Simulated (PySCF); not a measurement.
C5H13Al, singlet, geometry from GFN2-xTB (such geometries of metal compounds can be far from the true shape). Base run: DF-PBE/def2-SV(P) (PySCF).

PySCF was given this input:
```python
from pyscf import gto, scf, dft

mol = gto.M(
    atom='''
Al   -0.110467    0.110903    0.428108
C    -0.078219   -0.258463    2.385935
H    -0.308036   -1.301585    2.627756
H    -0.809416    0.358185    2.920540
H     0.896465   -0.051127    2.840505
C     1.062479   -0.920342   -0.842706
C     1.739846   -2.119248   -0.159818
H     1.846016   -0.277148   -1.270364
H     0.497649   -1.283017   -1.713693
H     0.994407   -2.830539    0.194368
H     2.321048   -1.793025    0.702286
H     2.410857   -2.642966   -0.842218
C    -1.313730    1.548892   -0.300513
C    -1.279868    1.654241   -1.833495
H    -1.038063    2.525927    0.124191
H    -2.354349    1.394006    0.020643
H    -1.635669    0.730820   -2.288923
H    -0.262360    1.825661   -2.184054
H    -1.905523    2.472586   -2.192850
''',
    basis='def2-sv(p)',
    charge=0,
    spin=0,
    verbose=4,
    max_memory=1800,
)

mf = dft.RKS(mol)
mf.xc = 'pbe'
mf = mf.density_fit(auxbasis='def2-universal-jkfit')
mf.kernel()
```

All variants below ran on the same shared machine, one core each. Differences are taken from the largest basis of the def2 family in the series, which isn't the basis-set limit (def2-TZVPP: -440.444137 Eh). The cheapest run took around 30 core-seconds (rough).

```tsv
setting	basis functions	cost, times the cheapest (rough)	difference in total energy (mEh)
def2-SV(P)	114	1	343.61
def2-SVP	153	1	311.38
def2-TZVP	270	2	4.80
def2-TZVPP	379	4	reference
```

Times come from a shared machine, hold the start-up and are rough. Total energies converge more slowly with the basis than energy differences do.
